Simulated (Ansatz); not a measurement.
A nudged elastic band was laid between two geometries of CH₇InSSi (11 atoms, charge 0, multiplicity 1).

These are results of RKS B3LYP-D4/def2-SVP (Ansatz), not measurements.

```
movable images  : 7
climbing image  : yes
spring          : 5.0 eV/Å²
optimiser       : quadratic models (default)
start path      : through a guess of the saddle point
force threshold : 0.05 eV/Å
iteration limit : 60
end points      : relaxed
```

First end point:

```xyz
11
Properties=species:S:1:pos:R:3
In -0.288 -0.291 -0.164
Si 0.937 1.999 -0.064
S -1.981 -0.510 -1.918
H -1.823 0.742 -2.408
C -0.117 -2.108 1.026
H -0.048 3.100 0.163
H 1.628 2.264 -1.363
H 1.957 2.052 1.026
H 0.937 -2.412 1.109
H -0.507 -1.920 2.038
H -0.698 -2.915 0.557
```

Last end point:

```xyz
11
Properties=species:S:1:pos:R:3
In -1.284 -1.102 -0.018
Si 0.639 2.155 -0.861
S -2.609 0.133 -1.311
H 0.401 1.879 -2.301
C -0.006 -2.291 1.235
H -0.493 2.895 -0.244
H 1.901 2.937 -0.697
H 0.824 0.854 -0.135
H 1.019 -2.242 0.841
H -0.032 -1.887 2.257
H -0.359 -3.332 1.234
```

Problem. What changes between the two ends?

Solution. Bonds broken: In1–Si2, S3–H4. Bonds formed: Si2–H4. CH7InSSi becomes CH3InS + H4Si.

Problem. What energy profile does the band end with?

Solution. It converged. The highest image is number 3 of 0 to 8, 2.30 eV above the first end and 1.60 eV above the last; the last end lies 0.70 eV above the first. Neighbouring images differ by up to 1.7 eV, so the band resolves the path poorly. A vibrational analysis at the climbing image gives 2 clearly imaginary modes (1418i, 60i cm⁻¹): a point of higher order, so a lower path passes nearby. The orbitals stay closed-shell, which can raise the energy where a bond breaks towards radicals; this wasn't checked here.

| image | path coordinate (Å) | energy (eV) | In1–Si2 (Å) | S3–H4 (Å) | Si2–H4 (Å) |
| --- | --- | --- | --- | --- | --- |
| 0 | 0.00 | 0.00 | 2.60 | 1.35 | 3.83 |
| 1 | 0.91 | 0.08 | 2.59 | 1.35 | 3.40 |
| 2 | 1.82 | 0.63 | 2.65 | 1.36 | 2.65 |
| 3 | 2.73 | 2.30 | 3.02 | 1.78 | 1.87 |
| 4 | 3.72 | 0.93 | 3.67 | 2.76 | 1.50 |
| 5 | 4.70 | 0.78 | 4.22 | 3.52 | 1.49 |
| 6 | 5.69 | 0.76 | 4.12 | 3.54 | 1.49 |
| 7 | 6.67 | 0.73 | 3.95 | 3.56 | 1.48 |
| 8 | 7.66 | 0.70 | 3.87 | 3.62 | 1.49 |

Problem. What is the geometry of the highest image?

Solution. 
```xyz
11
Properties=species:S:1:pos:R:3
In -0.921 -0.782 -0.446
Si 0.610 1.817 -0.393
S -2.192 0.243 -2.108
H -0.835 1.115 -1.348
C -0.026 -2.072 1.038
H 0.023 3.155 -0.075
H 1.707 2.001 -1.393
H 1.274 1.351 0.876
H 1.056 -1.882 1.051
H -0.464 -1.825 2.015
H -0.232 -3.121 0.783
```

The band took 19 iterations and about 6 core-minutes.

The run took 3 min on 2 threads of AMD EPYC 9R45 96-Core Processor (Zen 5) (shared host), peak memory 0.32 GiB.
